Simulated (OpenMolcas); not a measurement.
Ge: thermal populations, the spin-orbit constant, Slater's ratio, worked from levels

- Program: OpenMolcas
- Basis: ANO-R2 [6s5p4d3f1g]
- Scalar Hamiltonian: X2C, finite nucleus
- Active space: 4 electrons in 4 orbitals (4s 4p)
- State averaging: 2S+1 = 3 even, 3 roots; 2S+1 = 1 even, 6 roots; 2S+1 = 5 odd, 1 root; 2S+1 = 3 odd, 5 roots
- Spin-orbit coupling: RASSI with atomic mean-field integrals over the reference wave functions, term energies averaged over their components

Methods: CASSCF; SS-CASPT2, IPEA 0.25 Eh, imaginary shift 0.1 Eh (closed shells correlated: 3d). Measured levels: NIST Handbook of Basic Atomic Spectroscopic Data.

**Thermal populations.** Z = Σ (2J + 1) exp(-E/kT) with k = 0.695035 cm-1/K, over the levels below. No other level of either list lies under 37400 cm-1, which is above 7 kT at each temperature.

```json
{"Level": "4s² 4p² ³P₀", "2J + 1": "1", "SS-CASPT2": "0.0", "measured": "0.0"}
{"Level": "4s² 4p² ³P₁", "2J + 1": "3", "SS-CASPT2": "491", "measured": "557"}
{"Level": "4s² 4p² ³P₂", "2J + 1": "5", "SS-CASPT2": "1253", "measured": "1410"}
{"Level": "4s² 4p² ¹D₂", "2J + 1": "5", "SS-CASPT2": "7280", "measured": "7125"}
{"Level": "4s² 4p² ¹S₀", "2J + 1": "1", "SS-CASPT2": "16710", "measured": "16367"}
```

```tsv
T (K)	Z, SS-CASPT2	Z, measured levels	Ground level (%), SS-CASPT2	Ground level (%), measured levels
2000	5.164	4.852	19.4	20.6
3000	6.265	6.004	16.0	16.7
5000	7.715	7.541	13.0	13.3
```

At 5000 K, kT = 3475 cm-1, and the computed levels give Z = 1.000 + 2.605 + 3.486 + 0.615 + 0.008 = 7.715.

**The spin-orbit constant.** For the Hund term ³P of p2, E(J) = (A/2) J(J+1) + constant and ζ = 2S·A = 2A. From J = 0 to J = 2 the energy changes by 3 A.

| Source | E(2) - E(0) | A | ζ |
| --- | --- | --- | --- |
| CASSCF | 1266.2 | 422.1 | 844 |
| SS-CASPT2 | 1252.8 | 417.6 | 835 |
| measured | 1410.0 | 470.0 | 940 |

All in cm-1. SS-CASPT2 is off by -11.1 % and CASSCF by -10.2 %. Both methods take the spin-orbit matrix elements from the reference wave functions, so the second can move ζ only through the term energies and any multistate remixing. Second-order mixing with other terms is absorbed into this ζ.

**Slater's ratio.** With one set of orbitals, p2 has ¹D - ³P = 6 F2 and ¹S - ¹D = 9 F2 (F2 = F²/25), a ratio of 3/2. Term energies are centres of gravity, weighted by 2J + 1.

| Source | ¹D - ³P | ¹S - ³P | F2 from the first | Ratio |
| --- | --- | --- | --- | --- |
| CASSCF | 8657 | 16194 | 1443 | 0.871 |
| SS-CASPT2 | 6422 | 15849 | 1070 | 1.468 |
| measured | 6156 | 15398 | 1026 | 1.501 |

Energies in cm-1. A ratio away from 3/2 shows effects beyond one configuration with one set of orbitals, and in heavier atoms second-order spin-orbit shifts. In CASSCF the valence s occupation is 1.91 in ¹S against 1.98 in ¹D: mixing out of s² acts most on ¹S and pulls it down.

Over all roots computed the reference weight is 0.88 to 0.95 in SS-CASPT2; the roots of lowest weight are the least certain, and an intruder state may touch them. Without dynamic correlation excited terms often stand tens of per cent too high (terms of higher spin than the ground term too low), and those without a measured partner can miss by more than the paired ones (holds for CASSCF). Measured partners are found by configuration, term and J. A level has none where our copy of the source lacks it or the pairing is in doubt (some pairs that miss far off the trend of their configuration count as doubtful), and it then counts in no deviation. Only configurations of the active space appear.
